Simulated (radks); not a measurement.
Excited configurations of the iridium ion Ir+: one electron is placed in a higher orbital outside [Xe] 4f14 5d7. The ground configuration is [Xe] 4f14 5d7 6s1. All-electron calculation, scalar-relativistic Kohn-Sham, r2SCAN, spin-polarised, spherical densities, finite nucleus; open shells are filled with parallel spins first (spin-orbit coupling, left out, can overturn this in heavy ions); meta-GGA in the generalised Kohn-Sham scheme; Fermi nuclear charge, rms radius 5.4032 fm. Program: a radial shooting solver on a logarithmic mesh with Libxc functionals. Excitation = E - E(ground); binding = E(ion) - E, where the ion is the core of charge +2; n* = 2/sqrt(2 binding) in atomic units, and the quantum defect is n - n*.

| outer orbital | excitation (eV) | binding (eV) | n* | quantum defect | eigenvalue (eV) | <r> (bohr) |
|---|---|---|---|---|---|---|
| 5f | 14.689 | 3.474 | 3.958 | 1.042 | -2.450 | 8.602 |
| 6p | 7.100 | 11.063 | 2.218 | 3.782 | -8.387 | 3.518 |
| 6d | 12.683 | 5.480 | 3.151 | 2.849 | -4.008 | 6.126 |
| 6f | 15.828 | 2.335 | 4.828 | 1.172 | -1.765 | 14.75 |
| 7s | 11.219 | 6.944 | 2.800 | 4.200 | -5.598 | 6.155 |
| 7p | 12.966 | 5.197 | 3.236 | 3.764 | -4.131 | 7.731 |
| 7d | 14.940 | 3.223 | 4.109 | 2.891 | -2.493 | 11.58 |

Estimate the row for 7f.

Answer. excitation (eV) 16.507; binding (eV) 1.657; n* 5.732; quantum defect 1.268; eigenvalue (eV) -1.293; <r> (bohr) 22.41. The Delta-SCF ionisation energy is 18.163 eV (NIST Atomic Spectra Database: 17.0 eV, semi-empirical). Self-interaction in the functional shifts the binding energies and quantum defects, so they are the method's values and not measured ones. Open shells are spherical and high-spin; term and fine-structure splittings are not resolved. Spin-orbit splitting is averaged out at the scalar-relativistic level.
